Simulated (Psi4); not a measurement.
Interaction energy of CH2O2 ··· H3B (SMILES O=CO and B). Monomers: optimised at B3LYP-D3(BJ) (def2-TZVP), held rigid. Orientation: lowest of the rigid-body minima from ten starts at GFN2-xTB (searched outside a hard wall at short contacts). R is the distance of the centres of mass, along which the second monomer moves. The shortest distances reach bonding range, where SAPT0 and rigid monomers are unreliable.

Calculation: SAPT0/jun-cc-pVDZ, frozen core run with Psi4.

Components in kcal/mol:

```
R / Å  electrostatics  exchange  induction  dispersion  total
-----  --------------  --------  ---------  ----------  -----
1.84          -109.06    223.88     -68.63      -23.67  22.52
1.97           -79.86    157.40     -51.61      -18.36   7.57
2.18           -47.73     87.34     -30.73      -12.20  -3.32
2.40           -27.86     46.12     -16.79       -7.96  -6.50
2.57           -18.60     27.84     -10.22       -5.74  -6.72
2.77           -11.82     15.23      -5.60       -3.92  -6.11
3.08            -6.23      5.86      -2.19       -2.19  -4.75
3.37            -3.66      2.34      -0.94       -1.30  -3.56
3.90            -1.62      0.41      -0.22       -0.53  -1.97
4.60            -0.71      0.04      -0.05       -0.19  -0.90
5.62            -0.28      0.00      -0.01       -0.05  -0.34
6.88            -0.11      0.00       0.00       -0.02  -0.13
```
